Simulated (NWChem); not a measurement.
# FeH$_{2}$S$_{2}$, quintet; SMILES [SH][Fe][SH]

```xyz
5

Fe     0.0000     0.0000     0.0000
S     -0.0443    -2.2238     0.0000
H      1.2961    -2.4094     0.0000
S      0.0443     2.2238     0.0000
H     -1.2961     2.4094     0.0000
```
Atoms are numbered in this order, from 1.

Results from NWChem. Pople sets run with spherical d functions. Spin-unrestricted. Geometry: optimised at PBE0/def2-SVP, spin-unrestricted. The spin multiplicity was typed, not searched, and may not be the lowest. No stability test was run on the SCF state.

Problem. Estimate the computed values for PBE/6-31G*. Quantities: highest occupied level (eV); lowest empty minus highest occupied level, either spin (eV); <S²>.

Solution. 
```json
{
 "highest occupied level (eV)": "-5.48",
 "lowest empty minus highest occupied level, either spin (eV)": "0.58",
 "<S²>": "6.02"
}
```
